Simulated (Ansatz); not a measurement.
Compare A (`C[Si](C)(N)N`) with its isomer B (`CNC(N)[SiH3]`).

Program: Ansatz. Geometries: PBE0-D4/def2-TZVP. ΔE: electronic, gas phase. CCSD(T)/CBS adds triple-zeta CCSD(T) − MP2 to the extrapolated MP2 energy (def2 sets, frozen cores). DFT in def2-TZVPP. B3LYP here is the variant with VWN-RPA as its local correlation; programs differ in this. One conformer a species, not always the lowest.

**Question.** Which isomer does CCSD(T)/CBS put lower? Give the gap. (Best estimate.)

**Answer.** The calculation gave: A, by 351.0 kJ/mol.

**Question.** Give E(B) − E(A) in kJ/mol with B3LYP-D4, CCSD(T)/def2-TZVPP, PBE0-D4, r2SCAN-D4, MP2/def2-TZVPP, ωB97M-V, B2PLYP. (Best estimate.)

**Answer.** Ansatz gave: B3LYP-D4 339.6, CCSD(T)/def2-TZVPP 342.2, PBE0-D4 335.7, r2SCAN-D4 350.1, MP2/def2-TZVPP 357.4, ωB97M-V 348.7, B2PLYP 346.5. None reverses the order clearly.

Largest T1 diagnostic: 0.011.

From PBE to PBE0 (25 % exact exchange), in def2-TZVPP and without D4, E(B) − E(A) moves by +12.2 kJ/mol.
